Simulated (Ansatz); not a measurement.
`N#Cc1ccccc1` + HI → `Ic1ccccc1` + `C#N` at 700 K and 1 bar (substitution at a C–C bond).

Program: Ansatz. Geometries: PBE0-D4/def2-TZVP. ΔE: electronic, gas phase. CCSD(T)/CBS is the MP2 limit (def2-TZVPP, def2-QZVPP) plus CCSD(T) − MP2 in def2-TZVPP, frozen cores. This one scheme is used for every species. def2 core potentials past Kr. For I outer-core shells are correlated without core-valence functions, which leaves a few kJ/mol of doubt a bond.

```
      species  CCSD(T)/CBS energy (Eh)  H − E (kJ/mol)  S (J/(mol·K))
`N#Cc1ccccc1`               -324.06264           343.8          452.5
           HI               -298.03592            34.6          231.7
  `Ic1ccccc1`               -528.76333           314.6          454.4
        `C#N`                -93.32098            68.7          235.2
```

H − E and S are ideal-gas, rigid-rotor, harmonic terms from PBE0-D4/def2-TZVP. 1 Eh = 2625.50 kJ/mol, R = 8.31446 J/(mol·K).

Question: By hand: ΔE, ΔH, ΔS and ΔG.

Answer: ΔE = (-528.76333) + (-93.32098) − (-324.06264) − (-298.03592) = 0.01425 Eh = 37.4 kJ/mol. Δ(H − E) = 314.6 + 68.7 − 343.8 − 34.6 = 4.9, so ΔH = 42.3 kJ/mol. ΔS = 454.4 + 235.2 − 452.5 − 231.7 = 5.4 J/(mol·K). ΔG = 42.3 − 700 × (5.4)/1000 = 38.5 kJ/mol.

Question: By hand: the equilibrium constant, and the temperature at which ΔG would vanish if ΔH and ΔS stayed fixed.

Answer: log₁₀ K = −ΔG/(RT ln 10) = -2.9. ΔG = 0 at ΔH/ΔS = 7833 K, far beyond where these terms or the molecules hold.

The number of gas molecules stays the same, so ΔS is small and ΔH decides. A doubt of 5 kJ/mol in ΔE shifts log₁₀ K by 0.4 here. These are equilibria of isolated gas molecules and say nothing of rates. Largest T1 diagnostic: 0.014 (customary marks: 0.02 for closed shells, 0.045 for open ones).
